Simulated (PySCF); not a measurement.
C6H15N, charge +1, doublet, at a GFN2-xTB geometry (a state made from the parent by changing its charge; the spin is typed, not shown lowest); DF-SVWN5/cc-pVDZ run with PySCF.

Input for PySCF:
```python
from pyscf import gto, scf, dft

mol = gto.Mole()
mol.atom = '''
    C    -1.80130501    1.80164007   -0.21755686
    C    -0.37807909    1.45575164   -0.61154771
    N     0.17188018    0.25369209   -0.08105402
    C    -0.46969837   -0.49782927    0.93582021
    C    -1.17405420   -1.75169144    0.37252662
    C     1.36671176   -0.24045159   -0.68704506
    C     2.36503637   -0.89364577    0.26457200
    H    -1.88986674    2.05490821    0.83671901
    H    -2.11004005    2.67593324   -0.78474123
    H    -2.49009737    0.99254479   -0.44616199
    H    -0.29958589    1.41507651   -1.70811778
    H     0.28091422    2.28943310   -0.31260215
    H     0.27604111   -0.83450141    1.66167980
    H    -1.20779993    0.12177877    1.44268188
    H    -0.45562756   -2.43376419   -0.07230423
    H    -1.91117249   -1.47416436   -0.37547853
    H    -1.67932295   -2.26079944    1.18732880
    H     1.08945335   -0.99206157   -1.44513313
    H     1.84863727    0.58095424   -1.22485663
    H     2.01253166   -1.84303755    0.65607984
    H     3.28531844   -1.08488057   -0.28018911
    H     2.59578693   -0.22590631    1.09185867
'''
mol.basis = 'cc-pvdz'
mol.charge = 1
mol.spin = 1
mol.verbose = 4
mol.build()

mf = dft.UKS(mol)
mf.xc = 'lda,vwn'
mf = mf.density_fit(auxbasis='def2-universal-jkfit')
mf.kernel()
```

### Question
Write the output that PySCF gives for this input, abridged.

### Answer

```
PySCF version 2.14.0

[INPUT] verbose = 4
[INPUT] num. atoms = 22
[INPUT] num. electrons = 57
[INPUT] charge = 1
[INPUT] spin (= nelec alpha-beta = 2S) = 1
[INPUT] symmetry False subgroup None
[INPUT] Mole.unit = angstrom
[INPUT] Symbol           X                Y                Z      unit          X                Y                Z       unit  Magmom
[...]
nuclear repulsion = 341.228157760474
number of shells = 80
number of NR pGTOs = 287
number of NR cGTOs = 173
basis = cc-pvdz
ecp = {}

******** <class 'pyscf.df.df_jk.DFUKS'> ********
method = DFUKS
initial guess = minao
damping factor = 0
level_shift factor = 0
DIIS = <class 'pyscf.scf.diis.CDIIS'>
diis_start_cycle = 1
diis_space = 8
diis_damp = 0
SCF conv_tol = 1e-09
SCF conv_tol_grad = None
SCF max_cycles = 50
direct_scf = False
number electrons alpha = 29  beta = 28
XC library pyscf.dft.libxc version 7.1.2
    S. Lehtola, C. Steigemann, M. J. T. Oliveira, and M. A. L. Marques,  SoftwareX 7, 1–5 (2018)
XC functionals = lda,vwn
    P. A. M. Dirac,  Math. Proc. Cambridge Philos. Soc. 26, 376 (1930)
    F. Bloch,  Z. Phys. 57, 545 (1929)
    S. H. Vosko, L. Wilk, and M. Nusair,  Can. J. Phys. 58, 1200 (1980)
radial grids:
    Treutler-Ahlrichs [JCP 102, 346 (1995); DOI:10.1063/1.469408] (M4) radial grids

becke partition: Becke, JCP 88, 2547 (1988); DOI:10.1063/1.454033
pruning grids: <function nwchem_prune>
grids dens level: 3
symmetrized grids: False
atomic radii adjust function: <function treutler_atomic_radii_adjust>
small_rho_cutoff = 0
Set gradient conv threshold to 3.16228e-05
tot grids = 245736
init E= -290.015893260336

cycle= 1 E= -289.316802924963  delta_E= 0.699  |g|= 0.462  |ddm|= 2.96
cycle= 2 E= -289.056395794352  delta_E= 0.26  |g|= 0.868  |ddm|= 1.03
cycle= 3 E= -289.414632850187  delta_E= -0.358  |g|= 0.159  |ddm|= 0.709
cycle= 4 E= -289.42598575683  delta_E= -0.0114  |g|= 0.0356  |ddm|= 0.158
cycle= 5 E= -289.426591662568  delta_E= -0.000606  |g|= 0.0117  |ddm|= 0.0402
cycle= 6 E= -289.42664828707  delta_E= -5.66e-05  |g|= 0.00539  |ddm|= 0.0138
cycle= 7 E= -289.426663324087  delta_E= -1.5e-05  |g|= 0.000962  |ddm|= 0.00512
cycle= 8 E= -289.426663795401  delta_E= -4.71e-07  |g|= 0.000344  |ddm|= 0.0012
cycle= 9 E= -289.426663854787  delta_E= -5.94e-08  |g|= 0.000148  |ddm|= 0.000419
cycle= 10 E= -289.426663865347  delta_E= -1.06e-08  |g|= 3.48e-05  |ddm|= 0.000137
cycle= 11 E= -289.426663865946  delta_E= -5.99e-10  |g|= 1.33e-05  |ddm|= 4.45e-05
Extra cycle  E= -289.426663865836  delta_E= 1.1e-10  |g|= 2.07e-05  |ddm|= 3.14e-05
converged SCF energy = -289.426663865836  <S^2> = 0.75175227  2S+1 = 2.0017515
```
